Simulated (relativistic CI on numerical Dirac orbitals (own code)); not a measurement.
**Line list: Electric-dipole lines, Ir IX**

Computed by Dirac-Coulomb-Breit CI, orbitals from a KLI potential per configuration, QED by a radiative potential, valence Slater integrals scaled by 0.9, P86 correlation estimate, and configurations built on the next ion tied to the tabulated ionisation energy (semi-empirical) (own radial code, finite nucleus).

Configurations in the expansion (outside the closed core [Kr] 4d10): 4f14 5s2 5p6 5d, 4f14 5s2 5p6 6s, 4f14 5s2 5p6 6p, 4f14 5s2 5p6 6d, 4f14 5s2 5p6 7s, 4f14 5s2 5p6 5f, 4f14 5s2 5p6 6f, 4f14 5s2 5p5 5d2, 4f14 5s2 5p6 5g, 4f14 5s2 5p4 5d3, 4f14 5s 5p6 5d2, 4f14 5s2 5p5 5d 5f, 4f12 5s2 5p6 5d3, 4f14 5s2 5p6 7p, 4f13 5s2 5p6 5d2, 4f14 5s2 5p5 6s2, 4f14 5s2 5p5 5d 6s, 4f14 5s2 5p5 5d 5g, 4f14 5s2 5p6 7d, 4f13 5s2 5p6 6s2, 4f14 5s2 5p5 6s 6p, 4f14 5s2 5p6 7f, 4f14 5s 5p6 5d 5f, 4f14 5p6 5d3. Levels of other configurations are missing.

| λ vac (Å) | Lower | Upper | A (s⁻¹) | gf | Branching (%) |
| --- | --- | --- | --- | --- | --- |
| 134.50 | 4f14 5s2 5p6 5d 2D_3/2 [1] | 4f14 5s2 5p6 7f 2F°_5/2 [160] | 3.98e+10 | 6.47e-01 | n/a |
| 137.21 | 4f14 5s2 5p6 5d 2D_5/2 [2] | 4f14 5s2 5p6 7f 2F°_7/2 [161] | 5.66e+10 | 1.28e+00 | n/a |
| 246.55 | 4f14 5s2 5p6 5d 2D_3/2 [1] | 4f14 5s2 5p6 5f 2F°_5/2 [8] | 1.58e+10 | 8.64e-01 | 92.1 |
| 254.29 | 4f14 5s2 5p6 5d 2D_5/2 [2] | 4f14 5s2 5p6 5f 2F°_7/2 [9] | 2.43e+10 | 1.88e+00 | 100.0 |
| 305.43 | 4f14 5s2 5p6 5d 2D_3/2 [1] | 4f14 5s2 5p6 6p 2P°_3/2 [5] | 2.26e+09 | 1.26e-01 | 8.4 |
| 320.85 | 4f14 5s2 5p6 5d 2D_5/2 [2] | 4f14 5s2 5p6 6p 2P°_3/2 [5] | 2.03e+10 | 1.25e+00 | 75.3 |
| 338.94 | 4f14 5s2 5p6 5d 2D_3/2 [1] | 4f14 5s2 5p6 6p 2P°_1/2 [4] | 2.10e+10 | 7.25e-01 | 92.1 |
| 367.74 | 4f14 5s2 5p6 6d 2D_3/2 [30] | 4f14 5s2 5p6 7f 2F°_5/2 [160] | 5.51e+09 | 6.70e-01 | n/a |
| 373.95 | 4f14 5s2 5p6 6d 2D_5/2 [32] | 4f14 5s2 5p6 7f 2F°_7/2 [161] | 5.59e+09 | 9.37e-01 | n/a |
| 427.00 | 4f14 5s2 5p6 6p 2P°_1/2 [4] | 4f14 5s2 5p6 7s 2S_1/2 [39] | 6.53e+09 | 3.57e-01 | 31.6 |
| 450.88 | 4f14 5s2 5p6 5f 2F°_5/2 [8] | 4f14 5s2 5p6 5g 2G_7/2 [108] | 2.01e+10 | 4.89e+00 | 81.7 |
| 457.85 | 4f14 5s2 5p6 5f 2F°_7/2 [9] | 4f14 5s2 5p6 5g 2G_9/2 [109] | 2.12e+10 | 6.68e+00 | 86.9 |
| 495.48 | 4f14 5s2 5p6 6p 2P°_3/2 [5] | 4f14 5s2 5p6 7s 2S_1/2 [39] | 1.41e+10 | 1.04e+00 | 68.3 |
| 566.41 | 4f14 5s2 5p6 6p 2P°_1/2 [4] | 4f14 5s2 5p6 6d 2D_3/2 [30] | 1.52e+10 | 2.92e+00 | 85.4 |
| 659.26 | 4f14 5s2 5p6 6d 2D_5/2 [32] | 4f14 5s2 5p6 6f 2F°_7/2 [113] | 8.64e+09 | 4.50e+00 | 94.1 |
| 667.96 | 4f14 5s2 5p6 6p 2P°_3/2 [5] | 4f14 5s2 5p6 6d 2D_5/2 [32] | 1.29e+10 | 5.19e+00 | 94.8 |
| 693.58 | 4f14 5s2 5p6 6p 2P°_3/2 [5] | 4f14 5s2 5p6 6d 2D_3/2 [30] | 1.96e+09 | 5.66e-01 | 11.0 |
| 796.21 | 4f14 5s2 5p6 6s 2S_1/2 [3] | 4f14 5s2 5p6 6p 2P°_3/2 [5] | 4.41e+09 | 1.67e+00 | 16.3 |
| 908.29 | 4f14 5s2 5p6 6d 2D_5/2 [32] | 4f14 5s2 5p6 7p 2P°_3/2 [57] | 4.43e+09 | 2.19e+00 | 32.8 |
| 995.39 | 4f14 5s2 5p6 6d 2D_3/2 [30] | 4f14 5s2 5p6 7p 2P°_1/2 [47] | 4.44e+09 | 1.32e+00 | 48.8 |
| 1072.7 | 4f14 5s2 5p6 6s 2S_1/2 [3] | 4f14 5s2 5p6 6p 2P°_1/2 [4] | 1.81e+09 | 6.26e-01 | 7.9 |
| 1151.3 | 4f14 5s2 5p6 7p 2P°_1/2 [47] | 4f14 5s2 5p6 7d 2D_3/2 [151] | 4.22e+09 | 3.35e+00 | 52.0 |
| 1181.9 | 4f14 5s2 5p6 7d 2D_3/2 [151] | 4f14 5s2 5p6 7f 2F°_5/2 [160] | 4.40e+09 | 5.53e+00 | n/a |
| 1207.0 | 4f14 5s2 5p6 7d 2D_5/2 [152] | 4f14 5s2 5p6 7f 2F°_7/2 [161] | 4.59e+09 | 8.02e+00 | n/a |
| 1342.9 | 4f14 5s2 5p6 7p 2P°_3/2 [57] | 4f14 5s2 5p6 7d 2D_5/2 [152] | 3.85e+09 | 6.24e+00 | 64.8 |
| 1467.8 | 4f14 5s2 5p6 5f 2F°_7/2 [9] | 4f14 5s2 5p6 6d 2D_5/2 [32] | 6.41e+08 | 1.24e+00 | 4.7 |
| 1515.4 | 4f14 5s2 5p6 5f 2F°_5/2 [8] | 4f14 5s2 5p6 6d 2D_3/2 [30] | 5.88e+08 | 8.10e-01 | 3.3 |
| 1724.6 | 4f14 5s2 5p6 7s 2S_1/2 [39] | 4f14 5s2 5p6 7p 2P°_3/2 [57] | 1.35e+09 | 2.41e+00 | 10.0 |
| 2335.4 | 4f14 5s2 5p6 7s 2S_1/2 [39] | 4f14 5s2 5p6 7p 2P°_1/2 [47] | 5.56e+08 | 9.09e-01 | 6.1 |
| 3041.6 | 4f14 5s2 5p6 6f 2F°_7/2 [113] | 4f14 5s2 5p6 7d 2D_5/2 [152] | 2.07e+08 | 1.72e+00 | 3.5 |

Terms are leading LS components. Brackets give the number of a level in order of energy, since labels repeat. The list gives strong lines, with weight on those to low levels, without configurations that were not tied to measured data, without lines whose two gauges differ by over a factor of 2.5, among the lowest 300 of 1907 levels, so that lines to higher ones, which can be the strongest, are missing. Levels whose partners in the same complex of configurations lie outside the list can be far off, and so can their lines. Rates are taken at the computed energies, electric ones in the length gauge.

Configurations that consist of the next ion and one excited electron were tied to the tabulated ionisation energy; Rydberg ones are usually within 1,000 to 3,000 cm⁻¹ and the lowest ones within about 6,000 (9,000 in d shells), while levels on excited terms of the next ion carry the error of that term, and the other configurations can be misplaced by 10,000 cm⁻¹ or more. Rates follow the energies as ν³ (E1, M1) or ν⁵ (E2), so rates, branching and lifetimes can be off by large factors. Levels and lines within the n = 5 or 6 shells can be off by up to 10 % or somewhat more, and those that change n by about 2 %, since core polarisation is missing. Levels that differ in their count of f electrons can be misplaced by several ten thousand cm⁻¹, since the correlation energy of f electrons is missing or only estimated; rates across such gaps can be off by orders of magnitude.

LS names give the leading component of a level, which can be under half, so a name can repeat, a term be missing and a line seem to break the LS rules.
